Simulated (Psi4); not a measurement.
C3H6Cl, charge -1, singlet, geometry from GFN2-xTB (a gas-phase anion, which may not be bound at this level); HF/6-31G* (Psi4).

Psi4 was given this input:
```
memory 2 GB

molecule {
-1 1
  C     0.87874214   -0.57746196    0.01178248
  C     2.36128716   -0.21090347    0.01892378
  C     0.05260727    0.70987802    0.08469850
  H     0.66331677   -1.19415500    0.89661526
  H     0.68416168   -1.22068093   -0.87379508
  H     2.99566787   -1.10167485    0.03968092
  Cl   -1.73162036    0.11908892    0.00897987
  H     2.61173789    0.36877995   -0.87023935
  H     2.58650261    0.40082008    0.89158272
  H     0.14033970    1.19332350   -0.92893097
}

set basis 6-31g*

energy('scf')
print_variables()
```

It wrote (shortened):

```
   => Loading Basis Set <=

    Name: 6-31G*
    Role: ORBITAL
    Keyword: BASIS

         ---------------------------------------------------------
                                   SCF
               by Justin Turney, Rob Parrish, Andy Simmonett
                          and Daniel G. A. Smith
                              RHF Reference
         ---------------------------------------------------------

  ==> Geometry <==

    Molecular point group: c1
    Full point group: C1

    Geometry (in Angstrom), charge = -1, multiplicity = 1:

       Center              X                  Y                   Z               Mass
    ------------   -----------------  -----------------  -----------------  -----------------
         C            1.025253007467    -0.598974556083     0.000782483760    12.000000000000
         C            2.507798027467    -0.232416066083     0.007923783760    12.000000000000
         C            0.199118137467     0.688365423917     0.073698503760    12.000000000000
         H            0.809827637467    -1.215667596083     0.885615263760     1.007825032230
         H            0.830672547467    -1.242193526083    -0.884795076240     1.007825032230
         H            3.142178737467    -1.123187446083     0.028680923760     1.007825032230
         CL          -1.585109492533     0.097576323917    -0.002020126240    34.968852682000
         H            2.758248757467     0.347267353917    -0.881239346240     1.007825032230
         H            2.733013477467     0.379307483917     0.880582723760     1.007825032230
         H            0.286850567467     1.171810903917    -0.939930966240     1.007825032230

  Running in c1 symmetry.

  Rotational constants: A =      0.90550  B =      0.08046  C =      0.07664 [cm^-1]
  Rotational constants: A =  27146.24284  B =   2412.23948  C =   2297.52627 [MHz]
  Nuclear repulsion =  147.052824140094003

  Charge       = -1
  Multiplicity = 1
  Electrons    = 42
  Nalpha       = 21
  Nbeta        = 21

  ==> Algorithm <==

  SCF Algorithm Type is DF.
  DIIS enabled.
  MOM disabled.
  Fractional occupation disabled.
  Guess Type is SAD.
  Energy threshold   = 1.00e-06
  Density threshold  = 1.00e-06
  Integral threshold = 1.00e-12

  ==> Primary Basis <==

  Basis Set: 6-31G*
    Blend: 6-31G*
    Number of shells: 38
    Number of basis functions: 76
    Number of Cartesian functions: 76
    Spherical Harmonics?: false
    Max angular momentum: 2

   => Loading Basis Set <=

[...]
   @DF-RHF iter   1:  -576.37319487086688   -7.50665e-01   5.51080e-03 DIIS/ADIIS
   @DF-RHF iter   2:  -576.47297994101609   -9.97851e-02   2.59336e-03 DIIS/ADIIS
   @DF-RHF iter   3:  -576.49252851355720   -1.95486e-02   4.58978e-04 DIIS/ADIIS
   @DF-RHF iter   4:  -576.49373216286187   -1.20365e-03   1.32620e-04 DIIS/ADIIS
   @DF-RHF iter   5:  -576.49381659425330   -8.44314e-05   2.99795e-05 DIIS
   @DF-RHF iter   6:  -576.49382516707738   -8.57282e-06   1.24842e-05 DIIS
   @DF-RHF iter   7:  -576.49382711304975   -1.94597e-06   6.09222e-06 DIIS
   @DF-RHF iter   8:  -576.49382781523718   -7.02187e-07   2.17615e-06 DIIS
   @DF-RHF iter   9:  -576.49382790205539   -8.68182e-08   6.17124e-07 DIIS
  Energy and wave function converged.

  ==> Post-Iterations <==

    Orbital Energies [Eh]
    ---------------------

    Doubly Occupied:

[...]
    Virtual:

[...]
      76A      5.089564

    Final Occupation by Irrep:
              A
    DOCC [    21 ]
    NA   [    21 ]
    NB   [    21 ]

  @DF-RHF Final Energy:  -576.49382790205539

   => Energetics <=

    Nuclear Repulsion Energy =            147.0528241400940033
    One-Electron Energy =               -1093.7227118505147700
    Two-Electron Energy =                 370.1760598083653235
    Total Energy =                       -576.4938279020555001

Computation Completed

Properties will be evaluated at   0.000000,   0.000000,   0.000000 [a0]

Properties computed using the SCF density matrix

 Multipole Moments:

 ------------------------------------------------------------------------------------
     Multipole            Electronic (a.u.)      Nuclear  (a.u.)        Total (a.u.)
 ------------------------------------------------------------------------------------

 L = 1.  Multiply by 2.5417464519 to convert [e a0] to [Debye]
 Dipole X            :        -10.5183371           11.3514816            0.8331445
 Dipole Y            :          0.8882782           -1.6667696           -0.7784915
 Dipole Z            :          0.4669075           -0.8522665           -0.3853589
 Magnitude           :                                                    1.2036114

 ------------------------------------------------------------------------------------

  Variable Map:
  ----------------------------------------------------------------------------
[...]
  Array Variable Map:
  ----------------------------------------------------------------------------
[...]
[...]
```
